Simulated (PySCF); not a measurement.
`InChI=1S/BBr2ClH/c2-1(3)4/h1H/q-1`, charge -1

Geometry:
```csv
atom,x (Å),y (Å),z (Å)
Cl1,-0.256,1.732,-0.641
B2,0.005,0.036,0.139
Br3,1.726,-0.757,-0.506
Br4,-1.517,-1.176,-0.334
H5,0.050,0.168,1.324
```

Total charge -1.

Computed, not measured: PySCF 2.14.0, GIAO BHandHLYP/aug-pcSseg-1 magnetisability, rotational g tensor and spin-rotation constants, non-relativistic, gas phase. Geometry: GFN2-xTB.

The calculation is non-relativistic, which matters for the atoms heavier than Zn. For an ion the centre-of-mass motion in the field is neglected.

**Question.** Give the nuclear spin-rotation constants along the inertial axes (H = +C I·J) beside the isotropic shieldings.

**Answer.** Rotational constants 2.2613, 1.1742, 0.7909 GHz.
```tsv
atom	isotope	Caa (kHz)	Cbb (kHz)	Ccc (kHz)	mean (kHz)	σ (ppm)
Cl1	35Cl	0.392	0.122	0.209	0.241	844.0
B2	11B	0.464	0.236	0.170	0.290	98.4
Br3	79Br	1.363	1.094	1.190	1.216	2463.1
Br4	79Br	1.364	1.094	1.190	1.216	2463.0
H5	1H	-0.158	-0.082	0.061	-0.060	26.9
```
For the geometry as given, no vibrational averaging.
